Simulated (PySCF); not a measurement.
**Electron correlation in Rh(3+) (rhodium, charge +3)**

[Kr] 4d6, high-spin 5D determinant. Computed with PySCF 2.14 in x2c-TZVPPall (8s6p6d2f1g, 79 functions), with the spin-free X2C one-electron Hamiltonian (Gaussian nucleus). Frozen: [Ar] 3d10; 14 electrons correlated.

```json
{"level": "CCSD", "correlation energy (mhartree)": "-398.18"}
{"level": "(T)", "correlation energy (mhartree)": "-7.59"}
{"level": "CCSD(T)", "correlation energy (mhartree)": "-405.77"}
```

Diagnostics: T1 = 0.0028, D1 = 0.0070, largest double amplitude 0.027.

Cost of the coupled-cluster step: roughly 9 core-seconds, for 14 correlated electrons.

Iterations:

```
CC2 = 0
CCSD nocc = (np.int64(9), np.int64(5)), nmo = (65, 65)
frozen orbitals [[0, 1, 2, 3, 4, 5, 6, 7, 8, 9, 10, 11, 12, 13], [0, 1, 2, 3, 4, 5, 6, 7, 8, 9, 10, 11, 12, 13]]
max_cycle = 100
direct = 0
conv_tol = 1e-08
conv_tol_normt = 1e-06
diis_space = 8
diis_start_cycle = 0
Init t2, MP2 energy = -0.389317896515524
Init E_corr(UCCSD) = -0.389317896517414
cycle = 1  E_corr(UCCSD) = -0.394327333793822  dE = -0.00500943728  norm(t1,t2) = 0.0245853
cycle = 2  E_corr(UCCSD) = -0.397685149682075  dE = -0.00335781589  norm(t1,t2) = 0.00496941
cycle = 3  E_corr(UCCSD) = -0.398130598636965  dE = -0.000445448955  norm(t1,t2) = 0.00177824
cycle = 4  E_corr(UCCSD) = -0.398204356427472  dE = -7.37577905e-05  norm(t1,t2) = 0.000645493
cycle = 5  E_corr(UCCSD) = -0.398171305315061  dE = 3.30511124e-05  norm(t1,t2) = 0.00028183
cycle = 6  E_corr(UCCSD) = -0.398173701833396  dE = -2.39651834e-06  norm(t1,t2) = 5.38294e-05
cycle = 7  E_corr(UCCSD) = -0.398175638282541  dE = -1.93644914e-06  norm(t1,t2) = 1.54434e-05
cycle = 8  E_corr(UCCSD) = -0.398174962684451  dE = 6.7559809e-07  norm(t1,t2) = 4.73773e-06
cycle = 9  E_corr(UCCSD) = -0.39817499126532  dE = -2.85808691e-08  norm(t1,t2) = 1.37603e-06
cycle = 10  E_corr(UCCSD) = -0.398175029352436  dE = -3.80871158e-08  norm(t1,t2) = 4.16164e-07
cycle = 11  E_corr(UCCSD) = -0.398175019897212  dE = 9.45522338e-09  norm(t1,t2) = 1.26894e-07
UCCSD converged
E(UCCSD) = -4779.683068452423  E_corr = -0.3981750198972122
UCCSD(T) correction = -0.00758713504899535
```

This basis was not built for core-valence correlation, so the inner-shell part is incomplete.
